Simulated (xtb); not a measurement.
xtb input:

```bash
xtb mol.xyz --gfn 2 --sp --chrg 0 --uhf 0
```
mol.xyz:
```
5

Si    -0.02740809    -0.66666565     0.01708470
F     -0.01880875    -1.56987466     1.31196114
F     -0.11279251    -1.63115199    -1.22992817
Br    -1.79487643     0.62128075     0.05138651
Br     1.83967999     0.46850665    -0.07931458
```

Task: Which total energy does the run end on?

Result: -19.55759 Eh (GFN2-xTB).
